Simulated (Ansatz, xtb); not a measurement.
# Relaxing a trial structure of CH2AlBrSi

The starting geometry of this gas-phase triplet was built from a drawn formula by distance geometry and a force field; its bonds are those of `C=[Si]([Al])Br`.

```xyz
6

C     1.1116   -0.0102   -0.6988
Al    2.3501    2.6417    1.2723
Br   -1.3021    1.0151    1.5306
Si    0.7338    1.0439    0.5456
H     2.0758    0.0435   -1.1754
H     0.3385   -0.6904   -1.0112
```

Where would you expect an optimisation with r2SCAN-D4/def2-SVP to take it?

A new bond forms, giving a structure with Br3 bridging Al2 and Si4, given below by its coordinates. Distances that change by over a tenth: C1–Si4 (1.67 → 1.85 Å), Br3–Si4 (2.26 → 2.56 Å). Contacts that close: Al2–Br3 (4.01 → 2.58 Å).

The energy falls by 0.60 eV over 28 steps:

```
step  E − E(last) (eV)
   1             0.596
   4             0.455
   7             0.448
  10             0.439
  13             0.356
  16             0.178
  19             0.082
  22             0.031
  25             0.002
  28             0.000
```

Final geometry (Å):

```xyz
6

C     1.0257   -0.0537   -0.8351
Al    1.8011    2.4123    1.7921
Br   -0.4628    1.1914    1.9618
Si    0.5587    1.6694   -0.3387
H     1.9732   -0.5461   -0.5753
H     0.4118   -0.6298   -1.5417
```

From the same start GFN2-xTB ends elsewhere, at `[Br][Al]1[CH2][Si]1`.

No frequencies were run, so the end isn't proven a minimum. Open shells are spin-unrestricted. The triplet needn't be the ground state. Run with Ansatz 0.2.0, 6.2 min on 2 threads of Arm Neoverse V1, on a shared host.
